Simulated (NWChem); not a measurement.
NH₃TeS; SMILES N[Te]S

```xyz
6

Te     0.3435    -0.4076    -0.0068
N     -1.5081    -1.2172    -0.0100
H     -1.7382    -1.7456     0.8259
H     -1.7434    -1.7257    -0.8567
S     -0.2182     1.9420    -0.0520
H     -0.3331     2.1168     1.2843
```
Atoms are numbered in this order, from 1.

Program: NWChem. Geometry: optimised at PBE0/def2-SVP. def2 effective core potentials on Te; no spin-orbit coupling. Level MN15/def2-SVP: energy and gradient on several grids; changes count from the extra-fine grid, which is no exact limit either.

| grid | size of the energy change (μHa) | largest change of a gradient component (μHa/bohr) | time, medium = 1 (rough) |
|---|---|---|---|
| xcoarse | 20000 | 4000 | about 1 |
| coarse | 40 | 200 | about 1 |
| medium | < 10 | 100 | about 1 |
| fine | < 10 | < 30 | about 1 |
| xfine | < 10 | < 30 | 2 |
